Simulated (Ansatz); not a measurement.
Geometry optimisation, RKS PBE/def2-SVP in Ansatz.

Input file:

```yaml
crystal:
  periodic: [false, false, false]
  atoms:
    - { symbol: C, position_ang: [-1.5592, 0.7544, 1.9331] }
    - { symbol: C, position_ang: [-0.7784, 0.0236, 1.5192] }
    - { symbol: Si, position_ang: [0.447, -1.1347, 0.8979] }
    - { symbol: Te, position_ang: [0.1987, -1.524, -1.5204] }
    - { symbol: C, position_ang: [0.4258, 0.5407, -1.9414] }
    - { symbol: H, position_ang: [-2.3394, 1.494, 2.272] }
    - { symbol: H, position_ang: [1.845, -0.5627, 1.1257] }
    - { symbol: H, position_ang: [0.4037, -2.3906, 1.6345] }
    - { symbol: H, position_ang: [0.3515, 0.741, -2.9741] }
    - { symbol: H, position_ang: [-0.3488, 1.1459, -1.3765] }
    - { symbol: H, position_ang: [1.4196, 0.8554, -1.5493] }
basis:
  gaussian: { orbitals: def2-SVP }
hamiltonian:
  xc: pbe
relax:
  f_tol: 0.02
  max_steps: 50
```

Launched with:

```bash
$ ansatz run input.yaml --threads 2 --pin off --max-ram 3072MiB --backend cpu --events-out ev --progress --plain --runs-dir out
```

**Question.** Where does it end, and by what steps?

**Answer.** The forces met the threshold. After 6 steps the energy has fallen by 0.627 eV; H11 moved furthest, 0.22 Å. The start is strongly strained (largest force component 8 eV/Å).

| step | energy less start (eV) | largest force component (eV/Å) | accepted |
| --- | --- | --- | --- |
| 0 | 0.0000 | 8.099 | yes |
| 1 | -0.5753 | 0.487 | yes |
| 2 | -0.5720 | 0.695 | no |
| 3 | -0.6207 | 0.257 | yes |
| 4 | -0.6247 | 0.082 | yes |
| 5 | -0.6260 | 0.058 | yes |
| 6 | -0.6273 | 0.016 | yes |

```xyz
11
Properties=species:S:1:pos:R:3
C -1.620 0.805 1.971
C -0.765 0.007 1.589
Si 0.507 -1.161 0.961
Te 0.257 -1.528 -1.515
C 0.446 0.602 -1.984
H -2.373 1.503 2.314
H 1.860 -0.598 1.302
H 0.338 -2.506 1.609
H 0.261 0.700 -3.069
H -0.313 1.167 -1.415
H 1.466 0.950 -1.742
```

Whether the end is a true minimum wasn't checked by a vibrational analysis.

The run took 21 s on 2 threads of Arm Neoverse V1 (shared host), peak memory 0.16 GiB.
